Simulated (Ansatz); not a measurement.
Consider the formal hydrolysis of a C–S bond: `N=[C](S)[GeH3]` + H₂O → `N=[C](O)[GeH3]` + H₂S.

Isolated molecules relaxed with PBE0-D4/def2-TZVP in Ansatz; ΔE leaves out vibrations. CCSD(T)/CBS is the MP2 limit (def2-TZVPP, def2-QZVPP) plus CCSD(T) − MP2 in def2-TZVPP, frozen cores. This one scheme is used for every species. Functionals use def2-TZVPP. B3LYP here is the variant with VWN-RPA as its local correlation; programs differ in this. For Ge outer-core shells are correlated without core-valence functions, which leaves a few kJ/mol of doubt a bond. Scalar relativity is left out up to krypton. One conformer a species, not always the lowest.

CCSD(T)/CBS gives -2.1 kcal/mol.

Another level gave -4.6 kcal/mol. Which?
A. HF/def2-TZVPP
B. B2PLYP/def2-TZVPP
C. B3LYP/def2-TZVPP
D. MP2/def2-TZVPP

B. B2PLYP -4.6, HF/def2-TZVPP -8.6, MP2/def2-TZVPP -2.1, B3LYP -5.8 kcal/mol.

Largest T1 diagnostic among the species: 0.014.

The D4 term adds +1.6 kcal/mol with B3LYP and +0.9 kcal/mol with PBE0; it sums over pairs of atoms, weighted by their polarisabilities, and B3LYP, whose exchange is more repulsive, gets the larger term. In def2-TZVPP, CCSD(T) changes the Hartree–Fock value by +4.8 kcal/mol (the triples alone add +0.9 kcal/mol) and MP2 by +6.4 kcal/mol.
